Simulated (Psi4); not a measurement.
H2Ga, doublet, geometry from GFN2-xTB (such geometries of metal compounds can be far from the true shape) (the spin is typed, not shown lowest); HF/6-311G** in Psi4 1.11.

The Psi4 input:
```
memory 2 GB

molecule {
0 2
  Ga    0.05144791    0.01309187    0.03530349
  H    -0.52007380   -1.67523193   -0.40542734
  H    -1.07481131    1.26938408   -0.68898100
}

set basis 6-311g**
set reference uhf

energy('scf')
print_variables()
```

The log (banner, timings and long lists left out):

```
   => Loading Basis Set <=

    Name: 6-311G**
    Role: ORBITAL
    Keyword: BASIS

         ---------------------------------------------------------
                                   SCF
               by Justin Turney, Rob Parrish, Andy Simmonett
                          and Daniel G. A. Smith
                              UHF Reference
         ---------------------------------------------------------

  ==> Geometry <==

    Molecular point group: cs
    Full point group: Cs

    Geometry (in Angstrom), charge = 0, multiplicity = 2:

       Center              X                  Y                   Z               Mass
    ------------   -----------------  -----------------  -----------------  -----------------
         GA           0.029251531544     0.006139729168     0.000000000000    68.925573500000
         H           -0.691128391649    -1.682756581865     0.000000000000     1.007825032230
         H           -1.309396027750     1.262857948178     0.000000000000     1.007825032230

  Running in cs symmetry.

  Rotational constants: A =      7.77878  B =      3.69289  C =      2.50410 [cm^-1]
  Rotational constants: A = 233202.08162  B = 110709.93518  C =  75070.90790 [MHz]
  Nuclear repulsion =   18.044518301072884

  Charge       = 0
  Multiplicity = 2
  Electrons    = 33
  Nalpha       = 17
  Nbeta        = 16

  ==> Algorithm <==

  SCF Algorithm Type is DF.
  DIIS enabled.
  MOM disabled.
  Fractional occupation disabled.
  Guess Type is SAD.
  Energy threshold   = 1.00e-06
  Density threshold  = 1.00e-06
  Integral threshold = 1.00e-12

  ==> Primary Basis <==

  Basis Set: 6-311G**
    Blend: 6-311G**
    Number of shells: 26
    Number of basis functions: 56
    Number of Cartesian functions: 59
    Spherical Harmonics?: true
    Max angular momentum: 2

   => Loading Basis Set <=

    Name: (6-311G** AUX)
    Role: JKFIT
    Keyword: DF_BASIS_SCF

  ==> Integral Setup <==

  SCF_SUBTYPE=INCORE selected. In-core MEM_DF algorithm will be used.
  Using in-core AOs.

  ==> MemDFJK: Density-Fitted J/K Matrices <==

    J tasked:                   Yes
    K tasked:                   Yes
    wK tasked:                   No
    Algorithm:                 Core
    Schwarz Cutoff:           1E-12
    Mask sparsity (%):       0.0000
    Fitting Condition:        1E-10

   => Auxiliary Basis Set <=

  Basis Set: (6-311G** AUX)
    Blend: CC-PVTZ-JKFIT
    Number of shells: 71
    Number of basis functions: 267
[...]
   @DF-UHF iter  10: -1924.29542631592858   -2.46532e-07   1.32391e-06 DIIS
   @DF-UHF iter  11: -1924.29542632386983   -7.94125e-09   2.82744e-07 DIIS
  Energy and wave function converged.

  ==> Post-Iterations <==

   @Spin Contamination Metric:   2.425130981E-02
   @S^2 Expected:                7.500000000E-01
   @S^2 Observed:                7.742513098E-01
   @S   Expected:                5.000000000E-01
   @S   Observed:                5.000000000E-01

    Orbital Energies [Eh]
    ---------------------

    Alpha Occupied:

[...]
    Alpha Virtual:

[...]
    Beta Occupied:

[...]
      12Ap    -0.361935

    Beta Virtual:

[...]
      41Ap   792.986324

    Final Occupation by Irrep:
             Ap   App
    DOCC [    12,    4 ]
    SOCC [     1,    0 ]
    NA   [    13,    4 ]
    NB   [    12,    4 ]

  @DF-UHF Final Energy: -1924.29542632386983

   => Energetics <=

    Nuclear Repulsion Energy =             18.0445183010728840
    One-Electron Energy =               -2721.2965188255202520
    Two-Electron Energy =                 778.9565742005776201
    Total Energy =                      -1924.2954263238698331

  UHF NO Occupations:
  HONO-2 :   11 Ap 1.9944799
  HONO-1 :   12 Ap 1.9935194
  HONO-0 :   13 Ap 1.0000000
  LUNO+0 :   14 Ap 0.0064806
  LUNO+1 :   15 Ap 0.0055201
  LUNO+2 :    5App 0.0001039
  LUNO+3 :   16 Ap 0.0000385

Computation Completed

Properties will be evaluated at   0.000000,   0.000000,   0.000000 [a0]

Properties computed using the SCF density matrix

 Multipole Moments:

 ------------------------------------------------------------------------------------
     Multipole            Electronic (a.u.)      Nuclear  (a.u.)        Total (a.u.)
 ------------------------------------------------------------------------------------

 L = 1.  Multiply by 2.5417464519 to convert [e a0] to [Debye]
 Dipole X            :          2.5956413           -2.0668444            0.5287969
 Dipole Y            :          0.5448103           -0.4338188            0.1109915
 Dipole Z            :          0.0000000            0.0000000            0.0000000
 Magnitude           :                                                    0.5403196

 ------------------------------------------------------------------------------------

  Variable Map:
  ----------------------------------------------------------------------------
[...]
  Array Variable Map:
  ----------------------------------------------------------------------------
[...]
[...]
```
